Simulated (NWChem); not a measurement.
SiHF, singlet; SMILES F[SiH]

Results from NWChem. Low-valent species are run as closed-shell singlets; no triplet was tried in these runs. Geometry: optimised at PBE-D3(BJ)/def2-SVP. Hybrids' shares of exact exchange are those that their runs print; pure functionals count as 0. The functionals differ in more than this share.

| row | share of exact exchange | highest occupied level (eV) |
|---|---|---|
| PBE/def2-SVP | 0.00 | -5.78 |
| LDA (Slater exchange, VWN5)/def2-SVP | 0.00 | -5.82 |
| B3LYP/def2-SVP | 0.20 | -6.77 |
| B3PW91/def2-SVP | 0.20 | -6.81 |
| PBE0/def2-SVP | 0.25 | -6.97 |
| MPW1K/def2-SVP | 0.43 | withheld |
| BHandHLYP/def2-SVP | 0.50 | -8.03 |

Fit a straight line of the last column on the one before it, predict the withheld value, and compare with the run.


1. Means of the 6 shown rows: x = 0.192, y = -6.697. Slope Σ(x − x̄)(y − ȳ)/Σ(x − x̄)² = -0.7723/0.1721 = -4.488; intercept -5.836.
2. The shown rows scatter about the line by 0.047 (root mean square); the largest residual is -0.08, at B3PW91/def2-SVP.
3. At x = 0.43 (MPW1K/def2-SVP; inside the shown range) the line gives -7.77.
4. The run gives -7.85, -0.08 from the line, 1.7 times the scatter.
